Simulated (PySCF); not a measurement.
Species: C₅H₄FOS (charge -1).
Bonds: C1–C2, C2–C3 (aromatic), C3–F4, C3–C5 (aromatic), C5–O6 (aromatic), O6–C7 (aromatic), C7–S8, C2–C7 (aromatic). Hydrogens: H9, H10, H11 on C1; H12 on C5.

Computed geometry: GFN2-xTB, gas phase.

**Question.** List the bond lengths and angles at this level.

**Answer.** 
```tsv
bond	length (Å)
C1–C2	1.489
C2–C3	1.407
C3–F4	1.364
C3–C5	1.360
C5–O6	1.363
O6–C7	1.370
C7–S8	1.681
C2–C7	1.391
C1–H9, C1–H10, C1–H11	1.091
C5–H12	1.071
```

Bonds in one row agree within 0.01 Å and their mean is given. A selection of angles:
```tsv
angle	degrees
C1–C2–C3	128.8
C1–C2–C7	126.6
C3–C2–C7	104.6
C2–C3–F4	126.1
C2–C3–C5	109.2
F4–C3–C5	124.7
C3–C5–O6	108.6
C5–O6–C7	107.8
O6–C7–S8	120.4
C2–C7–O6	109.8
C2–C7–S8	129.8
```

Of the pairs four or more bonds apart, S8···H10 is among the closest relative to their van der Waals radii: 2.84 Å, 95 % of the sum of Bondi's values. C5 (aromatic CH next to a ring oxygen) is planar (angles 133.3°, 118.1° and 108.6°, sum 360.0°, 0.00 Å off the plane of its three neighbours). C3 (aromatic C–F carbon) is planar (angles 126.1°, 124.7° and 109.2°, sum 360.0°, 0.00 Å off the plane of its three neighbours). C7 (substituted aromatic carbon) is planar (angles 129.8°, 120.4° and 109.8°, sum 360.0°, 0.00 Å off the plane of its three neighbours). The 8 heavy atoms lie in one plane (0.000 Å rms). C2 (substituted aromatic carbon) is planar (angles 128.8°, 126.6° and 104.6°, sum 360.0°, 0.00 Å off the plane of its three neighbours). The 5-membered ring C2–C3–C5–O6–C7 has internal angles of 104.6° to 109.8°; it is planar, 0.00 Å rms from its mean plane, widest ring torsion 0°.

Point group: Cs (every atom within 0.08 Å of its image). No GFN2-xTB frequencies stand behind this structure, so it isn't proved a minimum.
